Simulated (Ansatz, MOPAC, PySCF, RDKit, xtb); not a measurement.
Complex: N2 (SMILES N#N) (first 2 atoms) with HI (SMILES I); geometry from B3LYP-D3(BJ)/def2-TZVP, rigid monomers moved along the line of their centres of mass till N2···H4 is 3.65 Å.
(charge 0, multiplicity 1):
```xyz
4

N      0.102     0.110    -1.005
N      0.210     0.119     0.080
I      0.582     0.169     5.329
H      0.498     0.153     3.716
```

| level | interaction energy (kcal/mol) | cost |
|---|---|---|
| UFF | -0.13 | - |
| PM6 | -0.44 | - |
| PM7 | -0.76 | - |
| GFN1-xTB | -0.17 | - |
| GFN2-xTB | -0.48 | - |
| HF/STO-3G (no counterpoise) | -0.27 | - |
| HF/3-21G (no counterpoise) | -0.27 | - |
| PBE-D3(BJ)/def2-TZVPPD | -0.43 | ×1 |
| PBE-D4/def2-TZVPPD | -0.43 | ×1 |
| r2SCAN/def2-TZVPPD | -0.20 | ×2 |
| B3LYP/3-21G (no counterpoise) | -0.29 | - |
| B3LYP-D3(BJ)/def2-TZVPPD | -0.32 | ×2 |
| B3LYP-D4/def2-TZVPPD | -0.31 | ×2 |
| PBE0-D3(BJ)/def2-TZVPPD | -0.40 | ×1 |
| PBE0-D4/def2-TZVPPD | -0.39 | ×1 |
| MP2/def2-SVPD | -0.43 | - |
| MP2/def2-QZVPPD | -0.40 | - |
| SCS-MP2/def2-QZVPPD | -0.35 | - |
| CCSD/def2-TZVPPD | -0.31 | - |
| CCSD(T)/CBS(def2-TZVPPD, def2-QZVPPD) | -0.36 | ×700* |

The rows run from -0.76 (PM7) to -0.13 kcal/mol (UFF). From def2-SVPD to def2-QZVPPD MP2 changes by 0.02.

Interaction energies are E(AB) − E(A) − E(B) at the monomers' geometry in the complex; basis-set methods are counterpoise corrected. Rows marked so take none. RDKit's UFF carries no charges.

Correlated levels freeze the cores. Filled d and f shells under p-block atoms count as core. CBS: X⁻³ extrapolation of the correlation energy, Hartree–Fock from the larger set. Rows in 3-21G, STO-3G carry no dispersion term and start afresh at each structure; the Pople sets are all-electron and without relativity. The state reached by PM6, PM7 isn't checked; PM7 holds dispersion and hydrogen-bond terms.

Run with Ansatz (an electronic-structure program) with Gaussian orbitals; MOPAC for PM6, PM7 (differences of heats of formation); PySCF for 3-21G rows, STO-3G rows, the dispersion terms; RDKit for the force fields; xtb for the GFN methods. Each number belongs to the level named beside it. In def2 rows elements past Kr take small-core potentials, without spin–orbit coupling.

Costs are rough ratios of core time to PBE/def2-TZVPPD (about 2.2 s over the structures, on one shared machine); a dash marks a level with no comparable run of its own. A star marks coupled-cluster runs past 200 virtual orbitals, where the program's memory plan changes under this machine's limit, so their costs aren't comparable with smaller runs.
